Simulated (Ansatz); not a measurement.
A calculation with Ansatz (development build ahead of 0.2.0).

```yaml
crystal:
  periodic: [false, false, false]
  atoms:
    - { symbol: V, position_ang: [0.0, 0.0, 0.0] }
    - { symbol: Si, position_ang: [0.0, 0.0, 5.8291] }
basis:
  gaussian: { orbitals: pcseg-2 }
magnetization:
  spin_polarized: true
  initial_magnetization: 1
hamiltonian:
  xc: pbe0
```

The input is written out in the form of the current development build from the run's settings.

The run gave:

```yaml
Converged: yes
Total_energy: -1232.95148 hartree
Spin_squared_of_the_determinant: 3.074
Stability_test: minimum
```

Caution: charge can spread falsely over distant fragments; the unrestricted determinant is a mixture of spin states.
